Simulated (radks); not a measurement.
Task: All-electron calculation, scalar-relativistic Kohn-Sham, exchange-only LDA, spin-polarised, spherical densities, finite nucleus; open shells are filled with parallel spins first (spin-orbit coupling, left out, can overturn this in heavy ions); Fermi nuclear charge, rms radius of each element as measured or else 0.836 A^(1/3) + 0.57 fm. Program: a radial shooting solver on a logarithmic mesh with Libxc functionals. Response by self-consistent Sternheimer equations with the Hartree and adiabatic exchange-only LDA kernel, the relativistic mass of each level held fixed and spin-orbit coupling left out. For heavy and open-shell atoms this level of theory can miss by tens of per cent. Rank Pm, In3+, Mg, Au, Br2+ (NIST ground configurations) by static dipole polarisability, largest first.

Result: Pm 202.9, Mg 77.40, Au 37.78, Br2+ 8.386, In3+ 3.625 bohr^3.
